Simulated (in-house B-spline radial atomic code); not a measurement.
**Binding energies in Zn VIII (Zn7+)**

NIST's tabulated ground configuration is [Ar] 3d5; each binding energy is the energy of the ion with one electron taken from that subshell, relaxed, less that of the parent. All numbers are computed (Dirac-Hartree-Fock, average of configuration; Fermi nucleus of rms radius 3.9283 fm) with an all-electron radial atomic-structure program (B-spline basis), not measured. Energies include first-order Breit, QED and recoil terms.

| subshell | X-ray name | binding energy (eV) | -ε (eV) | relaxation (eV) |
| --- | --- | --- | --- | --- |
| 1s | K | 9839.7 | 9896.6 | 38.7 |
| 2s | L1 | 1382.7 | 1399.1 | 14.8 |
| 2p1/2 | L2 | 1228.1 | 1246.2 | 16.7 |
| 2p3/2 | L3 | 1204.7 | 1222.1 | 16.4 |
| 3s | M1 | 304.5 | 307.1 | 2.4 |
| 3p1/2 | M2 | 251.9 | 254.5 | 2.4 |
| 3p3/2 | M3 | 248.3 | 250.8 | 2.3 |
| 3d | M4,5 | 168.7 | 171.1 | 2.4 |

Relaxation = -ε minus the binding energy without Breit, QED and recoil terms.

Emission lines follow as differences of binding energies, with λ = 12398.42 eV·Å / E:

| line | holes | energy (eV) | wavelength (Å) |
| --- | --- | --- | --- |
| K-L3 | 1s → 2p3/2 | 8635.0 | 1.4358 |
| K-L2 | 1s → 2p1/2 | 8611.6 | 1.4397 |
| K-M3 | 1s → 3p3/2 | 9591.4 | 1.2927 |
| L1-M3 | 2s → 3p3/2 | 1134.4 | 10.929 |
| L3-M1 | 2p3/2 → 3s | 900.2 | 13.773 |

Question: What screening constant σ does Moseley's law, E = (3/4)·13.6057 eV·(Z - σ)², need for K-L3?

Answer: σ = 0.91.

Question: What does it cost to remove both a 3p3/2 and a 3d electron?

Answer: 447.76 eV, which is 30.76 eV more than the two single binding energies together.

Question: What does it cost to remove both a 1s and a 2p3/2 electron?

Answer: 11168 eV, which is 123.4 eV more than the two single binding energies together.

Question: What does it cost to remove both a 2p3/2 and a 3s electron?

Answer: 1548.1 eV, which is 38.95 eV more than the two single binding energies together.
